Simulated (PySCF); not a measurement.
SnH4, SMILES [SnH4]. Atoms are numbered in the order given.

```xyz
5

Sn     0.0000     0.0000     0.0000
H     -0.9837    -0.9837     0.9837
H      0.9837    -0.9837    -0.9837
H      0.9837     0.9837     0.9837
H     -0.9837     0.9837    -0.9837
```

Coordinates come from a PBE0-D3(BJ)/def2-TZVPD optimisation. The isomer is the one that the SMILES or the coordinates give; other isomers of the formula were not compared. The def2 effective core potentials stand for the cores of Sn; spin–orbit coupling is left out.

The numbers are results of HF/def2-TZVPD (PySCF), not measurements.

The molecule is in vacuum.

```json
{
 "total_energy": "-215.64363 hartree",
 "point_group": "Td",
 "highest_occupied_level": "-12.18 eV",
 "lowest_empty_level": "1.63 eV",
 "orbital_gap": "13.81 eV",
 "dipole_moment": "0.00 D",
 "quadrupole, principal values (traceless, Buckingham form, about the centre of nuclear charge)": "0.00, 0.00, 0.00 D·Å",
 "mean_static_polarisability": "42.1 bohr³ (6.24 Å³)",
 "polarisability_principal_values": "42.1, 42.1, 42.1 bohr³"
}
```
